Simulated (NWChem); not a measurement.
System: C3H9B; SMILES CBCC

Input file for NWChem:

```
start job
memory heap 200 mb stack 900 mb global 1100 mb
geometry units angstroms noautoz
  B     -0.446034     0.643630     0.160302
  H     -1.607943     0.499081     0.444724
  C      0.073606     2.106044    -0.080217
  H      1.159440     2.205996    -0.193395
  H     -0.270224     2.798004     0.700653
  H     -0.391307     2.477085    -1.009301
  C      0.483203    -0.619416     0.079029
  C     -0.187249    -1.991171    -0.093507
  H      1.024293    -0.595601     1.046806
  H      1.280657    -0.474051    -0.665735
  H     -0.694652    -2.064073    -1.062953
  H     -0.944931    -2.160174     0.680389
  H      0.535638    -2.814217    -0.040118
end
basis spherical
  * library def2-svp
end
dft
  xc xpbe96 cpbe96
  iterations 150
  mulliken
end
task dft energy
```

All runs use the structure optimised with B3LYP/6-31G* (spherical d).

Task: Predict the main results of this run. (PBE/def2-SVP.) Quantities: energy (Ha); highest occupied level (eV); orbital gap (eV); dipole (D).

Result: 
```yaml
energy (Ha): -144.25
highest occupied level (eV): -6.88
orbital gap (eV): 5.29
dipole (D): 0.58
```
